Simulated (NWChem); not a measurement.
Lowest excitation of CHCl

```xyz
3

C      1.0579    -0.5466     0.0000
Cl    -0.4752     0.1724     0.0000
H      1.7315     0.3489     0.0000
```
Charge 0, spin multiplicity 1.

All runs are NWChem calculations. The geometry was optimised at PBE0/def2-SVP, a minimum by its harmonic frequencies.

Basis set: aug-cc-pVDZ.

The correlated methods keep 6 core orbitals frozen. B3LYP has NWChem's definition, with VWN1-RPA local correlation. The structure started from a generated list of species. Coupled-cluster values serve here as a point of comparison, not as the truth.

### Question
For the lowest vertical singlet excitation energy, TDA-CAM-B3LYP gives 1.94 eV and EOM-CCSD gives 2.04 eV. What do TD-B3LYP, TD-PBE, CIS give?

### Answer
TD-B3LYP: 1.78 eV; TD-PBE: 1.69 eV; CIS: 2.13 eV.
